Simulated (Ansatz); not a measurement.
Wavefunction ladder for CH₆NOSi (`C[SiH]([NH])O`) radical

```tsv
atom	x (Å)	y (Å)	z (Å)
C1	-0.0134	-1.3583	-0.1222
Si2	-0.0736	0.4962	-0.2067
N3	-0.5005	1.2710	1.2993
O4	1.4253	0.9926	-0.6560
H5	0.6724	-1.6868	0.6617
H6	-1.0023	-1.7754	0.0806
H7	0.3410	-1.7618	-1.0739
H8	-1.1084	0.9654	-1.1792
H9	-1.3798	0.9422	1.7027
H10	1.6392	1.9148	-0.5065
```

Total charge 0; spin multiplicity 2. All single points use the PBE0-D4/def2-TZVP geometry. It is one conformer, not always the lowest. Frozen core, unrestricted reference, Ansatz. CBS rows extrapolate triple and quadruple zeta; past MP2 they add the triple-zeta difference.

```
     basis     HF (Eh)  MP2 corr.
  def2-SVP  -459.41340   -0.55952
def2-TZVPP  -459.73735   -0.71033
def2-QZVPP  -459.75517   -0.76452
```

Problem. Estimate the CCSD correlation energy and the (T) correction in each basis where they were run (hartree).

Solution. 
| basis | CCSD corr. | (T) |
| --- | --- | --- |
| def2-SVP | -0.60760 | -0.01413 |
| def2-TZVPP | -0.75214 | -0.02660 |
| CBS(def2) | -0.84647 | as TZ |
